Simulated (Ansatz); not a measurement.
Reaction (substitution at a C–Al bond): `[CH3][Al]([OH])[SiH3]` + `O[SiH](O)S` → `CS[SiH](O)O` + `[OH][AlH][SiH3]`

Isolated molecules relaxed with PBE0-D4/def2-TZVP in Ansatz; ΔE leaves out vibrations. CCSD(T)/CBS adds triple-zeta CCSD(T) − MP2 to the extrapolated MP2 energy (def2 sets, frozen cores). DFT in def2-TZVPP. B3LYP here is the variant with VWN-RPA as its local correlation; programs differ in this. Each species was taken in one conformer, which may not be the lowest.

`[CH3][Al]([OH])[SiH3]`:

Cartesian coordinates in Å:
```
C 1.474 -0.309 1.359
Al 0.502 -0.024 -0.299
O 1.418 0.032 -1.733
Si -1.938 0.260 -0.444
H 2.547 -0.421 1.183
H 1.118 -1.205 1.877
H 1.329 0.528 2.050
H 1.026 0.167 -2.594
H -2.663 -0.912 0.132
H -2.397 1.459 0.318
H -2.417 0.424 -1.847
```

`O[SiH](O)S`:

Z-matrix (Å, degrees):
```
Si
O 1 1.629
S 1 2.137 2 115.3
O 1 1.641 2 106.1 3 -122.0
H 1 1.476 2 107.0 3 115.4
H 2 0.959 1 117.6 3 88.8
H 3 1.345 1 94.4 2 -64.7
H 4 0.959 1 116.5 2 161.4
```

`CS[SiH](O)O`:

```xyz
11

C     1.828   -0.253    0.636
S     0.153   -0.157    1.337
Si   -0.910    0.344   -0.432
O    -2.434    0.731    0.029
O    -0.992   -0.859   -1.532
H     2.514   -0.380    1.472
H     1.919   -1.106   -0.035
H     2.082    0.665    0.106
H    -0.202    1.431   -1.144
H    -2.537    1.257    0.823
H    -1.421   -1.673   -1.260
```

`[OH][AlH][SiH3]`:

Z-matrix (Å, degrees):
```
Si
Al 1 2.447
H 1 1.492 2 110.4
H 1 1.488 2 112.9 3 -120.8
H 1 1.492 2 110.7 3 118.0
O 2 1.698 1 116.2 3 114.7
H 2 1.590 1 124.9 3 -65.0
H 6 0.956 2 123.1 1 -179.6
```

(1) Is it downhill or uphill in electronic energy at CCSD(T)/CBS, and by how much? (Estimate.)

(2) What do these levels give: r2SCAN-D4, PBE0-D4, B3LYP-D4, ωB97X-V, PBE, r2SCAN, MP2/def2-TZVPP, SCS-MP2/def2-TZVPP, MP2/def2-QZVPP, HF/CBS(def2), MP2/CBS(def2), CCSD/CBS(def2)? (Best estimate.)

Largest T1 diagnostic among the species: 0.014.

## Answers

(1) Computed: Uphill: ΔE = +58.0 kJ/mol.

(2) The calculation gave: r2SCAN-D4 61.2, PBE0-D4 57.4, B3LYP-D4 56.1, ωB97X-V 54.7, PBE 59.2, r2SCAN 61.6, MP2/def2-TZVPP 59.2, SCS-MP2/def2-TZVPP 55.7, MP2/def2-QZVPP 58.5, HF/CBS(def2) 51.9, MP2/CBS(def2) 58.1, CCSD/CBS(def2) 58.1 kJ/mol.

In def2-TZVPP, CCSD(T) changes the Hartree–Fock value by +7.2 kJ/mol (the triples alone add −0.2 kJ/mol) and MP2 by +7.3 kJ/mol. The D4 term adds −3.1 kJ/mol with B3LYP and −1.5 kJ/mol with PBE0; it sums over pairs of atoms, weighted by their polarisabilities, and B3LYP, whose exchange is more repulsive, gets the larger term.
